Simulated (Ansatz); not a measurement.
C2H8Si2, SMILES `C/[SiH]=C\[SiH3]` (charge 0, multiplicity 1).

Z-matrix (Å, degrees):
```
C
H 1 1.0871
Si 1 1.7044 2 116.06
H 3 1.4791 1 121.02 2 0.04
Si 1 1.8368 2 117.08 3 -179.99
H 5 1.4855 1 110.14 2 179.83
H 5 1.4869 6 107.71 1 -122.64
H 5 1.4869 6 107.59 7 -114.82
C 3 1.8616 4 113.42 1 -179.90
H 9 1.0894 3 110.73 4 -178.99
H 9 1.0924 10 108.73 3 -121.76
H 9 1.0924 10 108.67 11 -116.57
```
Charge 0, spin multiplicity 1.

Frozen-core energies in 6-31g from Ansatz (a quantum-chemistry and plane-wave program) at a geometry from B3LYP-D3(BJ)/def2-TZVP; the HF reference has <S^2> = 0.00 (restricted, and unstable towards unrestricted orbitals) and the T1 diagnostic is 0.013.

```csv
level,energy (Ha),difference from CCSDT(Q) (mHa)
HF,-658.05703,358.65
MP2,-658.35367,62.01
CCSD,-658.40462,11.06
CCSD(T),-658.41405,1.63
CCSDT,-658.41498,0.70
CCSDT(Q),-658.41568,0.00
```
